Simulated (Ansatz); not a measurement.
One change: `S[B]1[O][AlH]1` becomes `C[B]1[O][AlH]1`.

Ansatz, PBE0-D4/def2-TZVP geometries, multiplicity 1. Each molecule was computed in one conformer, which needn't be the lowest.

```csv
property,`S[B]1[O][AlH]1`
HOMO energy (PBE0/def2-TZVPP) / eV,-6.27
HOMO energy (ωB97M-V/def2-TZVPP) / eV,-8.26
LUMO energy (ωB97M-V/def2-TZVPP) / eV,0.11
LUMO energy (PBE0/def2-TZVPP) / eV,-1.61
LUMO energy (B3LYP/def2-TZVPP) / eV,-1.79
size of the dipole moment (B3LYP/def2-TZVPP) / D,2.41
```

Task: Give the same properties after the change, and the shifts. (Best estimate.)

Result: Ansatz gave: 
```csv
property,`C[B]1[O][AlH]1`,shift
HOMO energy (PBE0/def2-TZVPP) / eV,-5.88,0.39
HOMO energy (ωB97M-V/def2-TZVPP) / eV,-7.86,0.40
LUMO energy (ωB97M-V/def2-TZVPP) / eV,0.31,0.20
LUMO energy (PBE0/def2-TZVPP) / eV,-1.42,0.19
LUMO energy (B3LYP/def2-TZVPP) / eV,-1.60,0.19
size of the dipole moment (B3LYP/def2-TZVPP) / D,1.20,-1.21
```

With PBE0 the HOMO rises by 0.39 eV and the LUMO rises by 0.19 eV, so the gap narrows by about 0.20 eV. PBE moves the HOMO by 0.35 eV and ωB97M-V by 0.40 eV. The zero-point energy changes by 68.7 kJ/mol with +6 modes. Dipoles are sizes alone; their direction can turn.

B3LYP here is the variant with VWN-RPA as its local correlation; programs differ in this.
